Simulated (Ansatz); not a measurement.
Problem. Name a neutral molecule of Al, B, C, F, O, S and H with LUMO energy (B3LYP/def2-TZVPP) between -1.35 and -1.05 eV and LUMO energy (PBE0/def2-TZVPP) between -1.20 and -0.90 eV (Ansatz, PBE0-D4/def2-TZVP geometry).

Solution. `OBS[CH](F)[AlH2]` (-1.30 eV, -1.11 eV). Other molecules can fit too; these were computed, each in one conformer that needn't be the lowest.

B3LYP here is the variant with VWN-RPA as its local correlation; programs differ in this.
